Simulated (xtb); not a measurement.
B(H)(OAc)(OH) (C2H5BO3), SMILES CC(=O)OBO. All values are semi-empirical tight-binding results from xtb (GFN2-xTB unless named), good for trends rather than for accurate numbers. Geometry: GFN2-xTB. This is a generated structure with no PubChem entry under its InChIKey; it may be hypothetical. One conformer was computed; it need not be the lowest.

Computed properties:
```json
{
  "orbital_gap": "4.69 eV",
  "dipole_moment": "4.30 D",
  "zero_point_energy": "48.3 kcal/mol",
  "G − E(el) at 298.15 K (modified RRHO)": "28.4 kcal/mol",
  "static polarisability (D4 model)": "51.0 bohr³",
  "solvation energy, GFN2-xTB/ALPB(water)": "-8.1 kcal/mol",
  "solvation energy, GFN2-xTB/ALPB(ch2cl2)": "-7.6 kcal/mol"
}
```

Computed IR lines (harmonic; lines under 4 % of the strongest left out, lines within 3 cm⁻¹ merged):
ν (cm⁻¹): 673 (m), 854 (w), 974 (w), 984 (w), 1004 (w), 1105 (s), 1184 (vs), 1312 (m), 1363 (w), 1443 (w), 1797 (s), 2673 (w) (against the strongest line: vs over 80 %, s over 45 %, m over 15 %, w over 4 %, vw less)
